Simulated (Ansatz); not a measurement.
Isolated molecules relaxed with PBE0-D4/def2-TZVP in Ansatz; ΔE leaves out vibrations. CCSD(T)/CBS adds triple-zeta CCSD(T) − MP2 to the extrapolated MP2 energy (def2 sets, frozen cores). DFT in def2-TZVPP. B3LYP here is the variant with VWN-RPA as its local correlation; programs differ in this. One conformer a species, not always the lowest.

Reaction (redistribution): `[SiH3][SiH2][SiH2][SiH3]` + `BSC(=C)Cl` → `B[SiH2][SiH2][SiH3]` + `C=C(Cl)S[SiH3]`

| level | ΔE (kJ/mol) | difference from CCSD(T)/CBS |
| --- | --- | --- |
| PBE-D4 | 78.9 | 11.7 |
| r2SCAN-D4 | 73.7 | 6.5 |
| PBE0-D4 | 74.9 | 7.7 |
| B3LYP-D4 | 70.5 | 3.3 |
| ωB97X-V | 67.4 | 0.2 |
| ωB97M-V | 66.0 | -1.2 |
| B2PLYP | 70.3 | 3.1 |
| PBE | 79.4 | 12.2 |
| r2SCAN | 73.7 | 6.5 |
| PBE0 | 75.3 | 8.1 |
| B3LYP | 71.4 | 4.2 |
| HF/def2-TZVPP | 56.0 | -11.2 |
| MP2/def2-TZVPP | 68.2 | 1.0 |
| SCS-MP2/def2-TZVPP | 64.6 | -2.6 |
| CCSD/def2-TZVPP | 66.9 | -0.3 |
| CCSD(T)/def2-TZVPP | 69.9 | 2.7 |
| HF/def2-QZVPP | 55.3 | -11.9 |
| MP2/def2-QZVPP | 66.4 | -0.8 |
| SCS-MP2/def2-QZVPP | 63.0 | -4.2 |
| HF/CBS(def2) | 55.2 | -12.0 |
| MP2/CBS(def2) | 65.5 | -1.7 |
| CCSD/CBS(def2) | 64.2 | -3.0 |
| CCSD(T)/CBS | 67.2 | 0 |

Largest T1 diagnostic among the species: 0.014.

In def2-TZVPP, CCSD(T) changes the Hartree–Fock value by +13.9 kJ/mol (the triples alone add +3.0 kJ/mol) and MP2 by +12.2 kJ/mol. From PBE to PBE0 (25 % exact exchange), in def2-TZVPP and without D4, ΔE moves by −4.1 kJ/mol.
